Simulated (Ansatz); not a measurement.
A short molecular-dynamics run on `[CH3][ZnH]`.

```yaml
crystal:
  periodic: [false, false, false]
  atoms:
    - {symbol: C, position_ang: [-0.163748, -0.413417, -0.564567]}
    - {symbol: Zn, position_ang: [0.304409, 0.690826, 0.962228]}
    - {symbol: H, position_ang: [0.630687, -1.129881, -0.789611]}
    - {symbol: H, position_ang: [-1.080158, -0.978385, -0.374575]}
    - {symbol: H, position_ang: [-0.325986, 0.197665, -1.456392]}
    - {symbol: H, position_ang: [0.676795, 1.569192, 2.176718]}
basis:
  gaussian: {orbitals: def2-SVP}
hamiltonian: {xc: {name: PBE}}
md: {timestep: 1 fs, n_steps: 30, ensemble: nve, temperature: 500, initial_velocities: maxwell_boltzmann, seed: 31}
```

```sh
$ ansatz run in.yaml --threads 4 --pin off --events-out ev --progress --plain --max-ram 10444MiB
```

```
step  time (fs)  potential energy (eV)  kinetic (eV)  T (K)  conserved (eV)
   0        0.0            -49504.4696        0.2585    500     -49504.2111
   1        1.0            -49504.4643        0.2527    489     -49504.2116
   2        2.0            -49504.4365        0.2252    436     -49504.2112
   3        3.0            -49504.3917        0.1815    351     -49504.2102
   4        4.0            -49504.3463        0.1372    265     -49504.2091
   5        5.0            -49504.3163        0.1075    208     -49504.2088
   6        6.0            -49504.3068        0.0974    188     -49504.2094
   7        7.0            -49504.3088        0.0985    191     -49504.2103
   8        8.0            -49504.3092        0.0988    191     -49504.2105
   9        9.0            -49504.3056        0.0958    185     -49504.2098
  10       10.0            -49504.3071        0.0976    189     -49504.2095
  11       11.0            -49504.3177        0.1073    208     -49504.2103
  12       12.0            -49504.3259        0.1147    222     -49504.2112
  13       13.0            -49504.3192        0.1081    209     -49504.2111
  14       14.0            -49504.2986        0.0884    171     -49504.2102
  15       15.0            -49504.2774        0.0681    132     -49504.2093
  16       16.0            -49504.2693        0.0602    116     -49504.2091
  17       17.0            -49504.2778        0.0682    132     -49504.2096
  18       18.0            -49504.2947        0.0844    163     -49504.2103
  19       19.0            -49504.3102        0.1000    193     -49504.2102
  20       20.0            -49504.3262        0.1167    226     -49504.2095
  21       21.0            -49504.3536        0.1443    279     -49504.2093
  22       22.0            -49504.3944        0.1841    356     -49504.2103
  23       23.0            -49504.4341        0.2228    431     -49504.2113
  24       24.0            -49504.4563        0.2446    473     -49504.2117
  25       25.0            -49504.4549        0.2436    471     -49504.2113
  26       26.0            -49504.4364        0.2260    437     -49504.2104
  27       27.0            -49504.4134        0.2036    394     -49504.2099
  28       28.0            -49504.3946        0.1846    357     -49504.2100
  29       29.0            -49504.3784        0.1680    325     -49504.2104
  30       30.0            -49504.3586        0.1482    287     -49504.2104
```

Velocities are drawn at the set temperature; a run this short doesn't reach equilibrium.

Frames (Å, forces in eV/Å):

```xyz
6
time=0.0 fs
C    -0.164   -0.413   -0.565    0.142    0.334    0.462
Zn    0.304    0.691    0.962   -0.009   -0.021   -0.030
H     0.631   -1.130   -0.790    0.401   -0.375   -0.128
H    -1.080   -0.978   -0.375   -0.471   -0.298    0.083
H    -0.326    0.198   -1.456   -0.087    0.302   -0.468
H     0.677    1.569    2.177    0.025    0.059    0.081
6
time=1.0 fs
C    -0.167   -0.406   -0.558    0.059    0.326    0.111
Zn    0.304    0.689    0.961   -0.050   -0.010   -0.054
H     0.635   -1.115   -0.777    0.466   -0.417   -0.106
H    -1.070   -1.001   -0.353   -0.322   -0.037   -0.115
H    -0.291    0.213   -1.467   -0.233   -0.013   -0.061
H     0.663    1.572    2.159    0.081    0.151    0.225
6
time=2.0 fs
C    -0.170   -0.399   -0.551    0.066    0.132   -0.274
Zn    0.304    0.688    0.960   -0.083    0.021   -0.051
H     0.644   -1.105   -0.765    0.362   -0.319   -0.047
H    -1.064   -1.025   -0.332   -0.095    0.265   -0.319
H    -0.259    0.229   -1.478   -0.379   -0.327    0.347
H     0.650    1.576    2.143    0.128    0.228    0.345
6
time=3.0 fs
C    -0.173   -0.392   -0.545    0.211   -0.207   -0.590
Zn    0.305    0.687    0.958   -0.102    0.082   -0.004
H     0.656   -1.097   -0.754    0.140   -0.130    0.031
H    -1.058   -1.046   -0.315    0.107    0.534   -0.494
H    -0.230    0.241   -1.486   -0.520   -0.554    0.634
H     0.639    1.582    2.131    0.163    0.276    0.423
6
time=4.0 fs
C    -0.176   -0.385   -0.539    0.461   -0.597   -0.777
Zn    0.305    0.685    0.957   -0.104    0.183    0.098
H     0.670   -1.091   -0.743   -0.111    0.072    0.105
H    -1.051   -1.061   -0.302    0.215    0.712   -0.614
H    -0.207    0.248   -1.488   -0.642   -0.652    0.743
H     0.629    1.591    2.122    0.181    0.282    0.445
6
time=5.0 fs
C    -0.179   -0.378   -0.533    0.750   -0.950   -0.809
Zn    0.305    0.684    0.956   -0.092    0.324    0.254
H     0.683   -1.084   -0.731   -0.311    0.223    0.155
H    -1.042   -1.070   -0.295    0.200    0.767   -0.666
H    -0.189    0.249   -1.483   -0.732   -0.608    0.655
H     0.621    1.602    2.118    0.183    0.244    0.410
6
time=6.0 fs
C    -0.181   -0.372   -0.529    1.028   -1.211   -0.684
Zn    0.305    0.682    0.954   -0.069    0.500    0.453
H     0.692   -1.075   -0.717   -0.410    0.285    0.170
H    -1.032   -1.072   -0.295    0.058    0.688   -0.645
H    -0.178    0.244   -1.471   -0.779   -0.429    0.379
H     0.614    1.616    2.118    0.172    0.167    0.327
6
time=7.0 fs
C    -0.182   -0.367   -0.525    1.255   -1.350   -0.432
Zn    0.304    0.681    0.953   -0.042    0.697    0.676
H     0.698   -1.063   -0.701   -0.392    0.247    0.146
H    -1.020   -1.067   -0.301   -0.193    0.486   -0.557
H    -0.175    0.235   -1.456   -0.779   -0.142   -0.043
H     0.609    1.631    2.121    0.152    0.062    0.211
6
time=8.0 fs
C    -0.182   -0.363   -0.521    1.386   -1.347   -0.139
Zn    0.304    0.680    0.952   -0.020    0.903    0.903
H     0.700   -1.049   -0.684   -0.260    0.115    0.084
H    -1.011   -1.057   -0.312   -0.499    0.203   -0.423
H    -0.180    0.225   -1.441   -0.736    0.180   -0.506
H     0.606    1.647    2.126    0.128   -0.054    0.082
6
time=9.0 fs
C    -0.181   -0.360   -0.517    1.359   -1.194    0.045
Zn    0.304    0.679    0.951   -0.005    1.102    1.117
H     0.700   -1.034   -0.666   -0.044   -0.086   -0.010
H    -1.006   -1.046   -0.327   -0.763   -0.076   -0.273
H    -0.191    0.216   -1.431   -0.653    0.422   -0.835
H     0.604    1.663    2.131    0.106   -0.168   -0.043
6
time=10.0 fs
C    -0.179   -0.359   -0.513    1.106   -0.934   -0.020
Zn    0.304    0.678    0.950    0.001    1.284    1.304
H     0.699   -1.019   -0.649    0.200   -0.315   -0.125
H    -1.009   -1.035   -0.344   -0.863   -0.249   -0.142
H    -0.209    0.211   -1.429   -0.531    0.481   -0.867
H     0.602    1.677    2.137    0.087   -0.268   -0.151
6
time=11.0 fs
C    -0.176   -0.358   -0.510    0.622   -0.677   -0.362
Zn    0.304    0.677    0.950   -0.002    1.439    1.457
H     0.700   -1.008   -0.632    0.389   -0.505   -0.243
H    -1.019   -1.026   -0.363   -0.721   -0.251   -0.044
H    -0.231    0.211   -1.436   -0.362    0.341   -0.575
H     0.602    1.688    2.140    0.074   -0.346   -0.233
6
time=12.0 fs
C    -0.172   -0.357   -0.506    0.025   -0.541   -0.868
Zn    0.304    0.677    0.949   -0.012    1.556    1.567
H     0.704   -1.001   -0.618    0.434   -0.593   -0.347
H    -1.037   -1.020   -0.383   -0.367   -0.112    0.031
H    -0.257    0.215   -1.447   -0.148    0.087   -0.101
H     0.602    1.696    2.142    0.067   -0.397   -0.283
6
time=13.0 fs
C    -0.169   -0.357   -0.503   -0.502   -0.576   -1.371
Zn    0.304    0.677    0.949   -0.026    1.625    1.625
H     0.713   -1.000   -0.608    0.297   -0.545   -0.424
H    -1.059   -1.015   -0.402    0.077    0.075    0.105
H    -0.285    0.219   -1.460    0.088   -0.162    0.364
H     0.603    1.700    2.141    0.065   -0.417   -0.299
6
time=14.0 fs
C    -0.166   -0.357   -0.502   -0.829   -0.737   -1.743
Zn    0.304    0.677    0.949   -0.044    1.638    1.624
H     0.725   -1.005   -0.601    0.016   -0.386   -0.471
H    -1.079   -1.010   -0.420    0.472    0.217    0.189
H    -0.312    0.221   -1.470    0.314   -0.326    0.682
H     0.605    1.701    2.137    0.070   -0.406   -0.281
6
time=15.0 fs
C    -0.163   -0.358   -0.502   -0.926   -0.937   -1.912
Zn    0.304    0.677    0.950   -0.066    1.590    1.558
H     0.737   -1.013   -0.599   -0.312   -0.178   -0.492
H    -1.095   -1.002   -0.436    0.725    0.260    0.280
H    -0.335    0.220   -1.472    0.498   -0.372    0.794
H     0.607    1.697    2.130    0.082   -0.363   -0.227
6
time=16.0 fs
C    -0.162   -0.360   -0.503   -0.827   -1.101   -1.854
Zn    0.304    0.677    0.950   -0.094    1.481    1.428
H     0.746   -1.022   -0.601   -0.589    0.010   -0.494
H    -1.104   -0.992   -0.450    0.792    0.190    0.371
H    -0.354    0.216   -1.468    0.619   -0.292    0.689
H     0.610    1.690    2.122    0.099   -0.290   -0.141
6
time=17.0 fs
C    -0.161   -0.363   -0.506   -0.578   -1.183   -1.570
Zn    0.304    0.678    0.951   -0.125    1.319    1.243
H     0.749   -1.032   -0.608   -0.749    0.133   -0.482
H    -1.106   -0.979   -0.460    0.665    0.016    0.452
H    -0.367    0.209   -1.456    0.666   -0.095    0.385
H     0.614    1.680    2.111    0.122   -0.190   -0.027
6
time=18.0 fs
C    -0.160   -0.366   -0.510   -0.238   -1.162   -1.109
Zn    0.304    0.679    0.952   -0.158    1.117    1.015
H     0.745   -1.040   -0.620   -0.759    0.162   -0.461
H    -1.101   -0.967   -0.466    0.371   -0.231    0.516
H    -0.374    0.201   -1.441    0.635    0.188   -0.065
H     0.620    1.668    2.101    0.148   -0.073    0.105
6
time=19.0 fs
C    -0.160   -0.371   -0.515    0.094   -1.022   -0.583
Zn    0.304    0.680    0.953   -0.186    0.892    0.766
H     0.734   -1.047   -0.636   -0.611    0.089   -0.437
H    -1.092   -0.957   -0.467   -0.017   -0.494    0.552
H    -0.375    0.195   -1.427    0.546    0.486   -0.540
H     0.626    1.656    2.092    0.174    0.049    0.241
6
time=20.0 fs
C    -0.159   -0.376   -0.520    0.271   -0.750   -0.160
Zn    0.304    0.681    0.954   -0.201    0.668    0.524
H     0.717   -1.053   -0.657   -0.328   -0.077   -0.415
H    -1.084   -0.952   -0.462   -0.370   -0.686    0.549
H    -0.370    0.194   -1.417    0.434    0.684   -0.861
H     0.635    1.644    2.084    0.193    0.161    0.363
6
time=21.0 fs
C    -0.159   -0.382   -0.526    0.177   -0.374    0.015
Zn    0.304    0.683    0.955   -0.195    0.465    0.315
H     0.697   -1.059   -0.681    0.026   -0.294   -0.395
H    -1.079   -0.953   -0.453   -0.545   -0.720    0.494
H    -0.361    0.199   -1.416    0.336    0.679   -0.877
H     0.645    1.633    2.081    0.201    0.245    0.448
6
time=22.0 fs
C    -0.158   -0.388   -0.531   -0.150    0.003   -0.068
Zn    0.303    0.684    0.957   -0.164    0.301    0.158
H     0.677   -1.069   -0.709    0.335   -0.479   -0.367
H    -1.080   -0.961   -0.438   -0.470   -0.564    0.381
H    -0.349    0.211   -1.424    0.259    0.455   -0.584
H     0.657    1.625    2.081    0.190    0.285    0.481
6
time=23.0 fs
C    -0.157   -0.394   -0.537   -0.510    0.241   -0.296
Zn    0.303    0.685    0.958   -0.107    0.181    0.061
H     0.660   -1.083   -0.741    0.475   -0.532   -0.305
H    -1.085   -0.975   -0.420   -0.200   -0.268    0.216
H    -0.335    0.226   -1.437    0.181    0.101   -0.129
H     0.671    1.620    2.087    0.160    0.276    0.453
6
time=24.0 fs
C    -0.157   -0.400   -0.542   -0.691    0.255   -0.536
Zn    0.303    0.687    0.960   -0.026    0.103    0.019
H     0.648   -1.102   -0.776    0.394   -0.397   -0.183
H    -1.092   -0.991   -0.400    0.132    0.070    0.023
H    -0.319    0.243   -1.451    0.082   -0.255    0.308
H     0.686    1.617    2.096    0.110    0.223    0.369
6
time=25.0 fs
C    -0.157   -0.406   -0.549   -0.623    0.082   -0.703
Zn    0.303    0.688    0.961    0.069    0.057    0.020
H     0.639   -1.125   -0.812    0.152   -0.116    0.000
H    -1.097   -1.006   -0.380    0.399    0.360   -0.169
H    -0.302    0.258   -1.462   -0.042   -0.521    0.609
H     0.703    1.617    2.109    0.045    0.138    0.244
6
time=26.0 fs
C    -0.158   -0.412   -0.556   -0.366   -0.171   -0.747
Zn    0.302    0.690    0.962    0.170    0.026    0.042
H     0.632   -1.149   -0.849   -0.123    0.208    0.211
H    -1.099   -1.018   -0.361    0.530    0.550   -0.330
H    -0.285    0.267   -1.467   -0.184   -0.652    0.724
H     0.719    1.617    2.125   -0.027    0.039    0.100
6
time=27.0 fs
C    -0.159   -0.418   -0.563   -0.014   -0.400   -0.639
Zn    0.302    0.691    0.964    0.268   -0.003    0.069
H     0.624   -1.171   -0.883   -0.324    0.473    0.407
H    -1.096   -1.025   -0.345    0.499    0.618   -0.441
H    -0.270    0.271   -1.466   -0.330   -0.631    0.649
H     0.736    1.619    2.141   -0.099   -0.057   -0.044
6
time=28.0 fs
C    -0.160   -0.424   -0.571    0.366   -0.540   -0.373
Zn    0.302    0.693    0.965    0.356   -0.039    0.084
H     0.613   -1.189   -0.913   -0.395    0.617    0.551
H    -1.088   -1.026   -0.334    0.307    0.563   -0.487
H    -0.258    0.268   -1.458   -0.469   -0.461    0.397
H     0.752    1.619    2.157   -0.165   -0.140   -0.172
6
time=29.0 fs
C    -0.161   -0.430   -0.579    0.719   -0.557    0.024
Zn    0.302    0.694    0.966    0.428   -0.087    0.078
H     0.598   -1.200   -0.939   -0.320    0.611    0.619
H    -1.077   -1.021   -0.327   -0.020    0.402   -0.463
H    -0.251    0.261   -1.447   -0.587   -0.167    0.015
H     0.766    1.618    2.171   -0.220   -0.202   -0.273
6
time=30.0 fs
C    -0.161   -0.437   -0.587    0.980   -0.416    0.479
Zn    0.302    0.695    0.968    0.480   -0.150    0.046
H     0.580   -1.206   -0.958   -0.110    0.454    0.598
H    -1.066   -1.013   -0.325   -0.418    0.175   -0.381
H    -0.250    0.252   -1.435   -0.672    0.176   -0.400
H     0.778    1.616    2.183   -0.261   -0.238   -0.341
```

Run time 13 s (4 threads of an Arm Neoverse V2 on a shared host); peak host memory 0.12 GiB.
